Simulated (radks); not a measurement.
Problem. Sm14+, 48 electrons, occupied as [Kr] 4d10 4f1 5s1. Calculated with a radial shooting solver on a logarithmic mesh with Libxc functionals: scalar-relativistic Kohn-Sham, LDA (Slater exchange, Perdew-Wang correlation), spin-polarised, spherical densities, point nucleus; open shells are filled with parallel spins first (spin-orbit coupling, left out, can overturn this in heavy ions). Some entries of the table are withheld. Estimate them.

orbital  occ.  eigenvalue (eV)  <r> (bohr)  r(max) (bohr)
1s up       1        -46924.72     0.02276        0.01450
1s down     1        -46924.53     0.02276        0.01450
2s up       1        -7911.591     0.09708        0.08222
2s down     1        -7911.455     0.09708        0.08222
2p up       3        -7091.551     0.08551        0.06637
2p down     3        -7091.423     0.08551        0.06637
3s up       1        -1961.762      0.2551         0.2339
3s down     1        -1961.039      0.2551         0.2339
3p up       3        -1705.370      0.2534         0.2292
3p down     3        -1704.651      0.2533         0.2292
3d up       5        -1357.383      0.2309         0.1877
3d down     5        -1356.798      0.2309         0.1876
4s up       1        -610.5995      0.5679         0.5346
4s down     1        -609.0922      0.5677         0.5346
4p up       3        -524.1673      0.5959         0.5557
4p down     3        -522.6311      0.5955         0.5557
4d up       5        -402.4788      0.6323         0.5728
4d down     5        -400.8548      0.6314         0.5727
5s up       1              (1)       1.139          1.109
4f up       1        -268.0199      0.6808         0.5457
4f down     0        -266.1929      0.6784         0.5452
5s down     0              (2)       1.138          1.107
5p up       0        -238.5256         (3)            (4)
5p down     0        -235.5390         (5)            (6)
6s up       0        -152.2036       1.924          1.974
6s down     0        -150.9365       1.938          1.985

Solution. 
(1) 5s up eigenvalue (eV): -268.9410
(2) 5s down eigenvalue (eV): -265.9547
(3) 5p up <r> (bohr): 1.216
(4) 5p up r(max) (bohr): 1.185
(5) 5p down <r> (bohr): 1.217
(6) 5p down r(max) (bohr): 1.184
